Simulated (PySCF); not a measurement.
Si(Me)2(SMe)2, SMILES CS[Si](C)(C)SC (C₄H₁₂S₂Si) at its GFN2-xTB optimised geometry (Å):

```
19

C     -0.4496     0.3143    -3.0509
S     -0.9666    -0.8176    -1.7266
Si    -0.2669     0.3014     0.0000
C     -0.9757     2.0632     0.0000
C      1.6423     0.3014     0.0000
S     -1.0291    -0.6766     1.7677
C     -0.8380    -2.4305     1.3221
H     -0.7459    -0.1491    -3.9859
H      0.6275     0.4410    -3.0256
H     -0.9522     1.2684    -2.9340
H     -0.4803     2.6859    -0.7387
H     -0.8352     2.5236     0.9722
H     -2.0410     2.0648    -0.2138
H      2.0410    -0.7051    -0.1048
H      2.0249     0.7140     0.9290
H      2.0407     0.8996    -0.8149
H     -1.3376    -3.0026     2.0964
H     -1.3052    -2.6101     0.3596
H      0.2161    -2.6859     1.2914
```

Level of theory: CAM-B3LYP/def2-SVP in PySCF. Cells within 0.4 Å of a nucleus heavier than hydrogen are left out (blank, or x).

Map of the electrostatic potential (hartree/e), clipped to [-0.08, 0.12] on the plane z = 1.0 Å:

```
|22222222222222222222222222222|
|22222222222222222222222222222|
|22222222222222222222222222222|
|22222222222333322222222222222|
|22222222223343333222222222222|
|22222222234896433332222222222|
|22222222249999533333222222222|
|22222222349999633333322222222|
|22222222349999543333333222222|
|22222222347997554334433222222|
|22222222235788875457853322222|
|22111112235899997599995322222|
|21111111247999999799995322222|
|11111100149999999799994322222|
|11111000169999998689853222222|
|11110000299999996555432222222|
|11110000399999975333332222222|
|11111000399999954333332222222|
|11111111379999853333332222222|
|11111112379999964333332222222|
|21111122499999997433332222222|
|222222224999x9999643332222222|
|22222222489999999643322222222|
|22222222359999997433322222222|
|22222222334665454333222222222|
|22222222233333333332222222222|
|22222222222232222222222222222|
|22222222222222222222222222222|
|22222222222222222222222222222|
```
Scale: ten equal steps from -0.042 (start of '0') to 0.120 (end of '9'), in the order '0123456789'; x runs from -5.00 to 5.00, y from -5.00 (bottom) to 5.00 (top).
